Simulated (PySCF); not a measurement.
Species: C$_{3}$H$_{2}$F, net charge -1, singlet state. It need not be the lowest isomer of its formula. Whether it binds its extra electron was not tested at this geometry. 
Geometry from a B3LYP-D3(BJ)/def2-TZVP (Ansatz) optimisation:
```
C
C 1 1.3020
C 1 1.3280 2 170.22
H 3 1.0906 1 122.41 2 -90.08
H 3 1.0906 4 115.17 1 179.85
F 2 1.4359 1 115.05 3 180.00
```
Charge -1, spin multiplicity 1.

Dispersion corrections to the total energy (kcal/mol) from the dftd3 and dftd4 libraries through PySCF: D3(BJ) without and D4 with the three-body term, each with the damping fitted for the functional named.

| functional | D3(BJ) | D4 |
|---|---|---|
| PBE | -1.89 | ? |
| TPSS | -2.35 | -3.05 |
| BLYP | -4.04 | -5.13 |
| HSE06 | ? | -1.72 |
| B3LYP | -3.28 | ? |
| revPBE | -5.00 | -8.06 |
| HF | -17.98 | -9.02 |

Task: Fill in the missing entries.

Result: 
- PBE, D4: -2.25
- HSE06, D3(BJ): -1.16
- B3LYP, D4: -3.61
